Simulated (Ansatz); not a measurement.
Consider the silylene formation by 1,1-elimination: `O[SiH](O)[SiH2]Cl` → `O[Si]O` + `[SiH3]Cl`.

Calculated with Ansatz (gas phase, PBE0-D4/def2-TZVP geometries, no zero-point term in ΔE). CBS: MP2 limit from def2 TZ/QZ plus the TZ coupled-cluster correction, frozen cores. This one scheme is used for every species. DFT in def2-TZVPP. One conformer a species, not always the lowest.

`O[SiH](O)[SiH2]Cl`:

```xyz
10

O    -0.594    1.442   -1.307
Si    0.396    0.572   -0.337
O     1.369   -0.353   -1.289
Si   -0.992   -0.761    0.998
Cl    0.308   -1.962    2.084
H    -0.199    2.012   -1.970
H     1.255    1.448    0.514
H     2.145   -0.747   -0.886
H    -1.805    0.006    1.975
H    -1.883   -1.657    0.218
```

`O[Si]O`:

Z-matrix (Å, degrees):
```
O
Si 1 1.642
H 1 0.964 2 117.5
O 2 1.663 1 99.4 3 0.0
H 4 0.960 2 116.1 1 180.0
```

`[SiH3]Cl`:

Z-matrix (Å, degrees):
```
Si
Cl 1 2.054
H 1 1.481 2 108.5
H 1 1.481 2 108.5 3 -120.0
H 1 1.481 2 108.5 3 120.0
```

```tsv
level	ΔE (kcal/mol)
ωB97X-V	29.5
MP2/def2-QZVPP	28.8
SCS-MP2/def2-QZVPP	27.0
HF/CBS(def2)	25.1
```

Q: What does CCSD(T)/CBS give? (Estimate.)

A: Computed: +27.7 kcal/mol. The listed levels differ from it by 1.8, 1.1, -0.7, -2.6 kcal/mol.

Largest T1 diagnostic among the species: 0.015.

From PBE to PBE0 (25 % exact exchange), in def2-TZVPP and without D4, ΔE moves by +3.2 kcal/mol. The D4 term adds +4.0 kcal/mol with B3LYP and +2.2 kcal/mol with PBE0; it sums over pairs of atoms, weighted by their polarisabilities, and B3LYP, whose exchange is more repulsive, gets the larger term. In def2-TZVPP, CCSD(T) changes the Hartree–Fock value by +0.8 kcal/mol (the triples alone add +0.2 kcal/mol) and MP2 by +2.6 kcal/mol.

B3LYP here is the variant with VWN-RPA as its local correlation; programs differ in this.
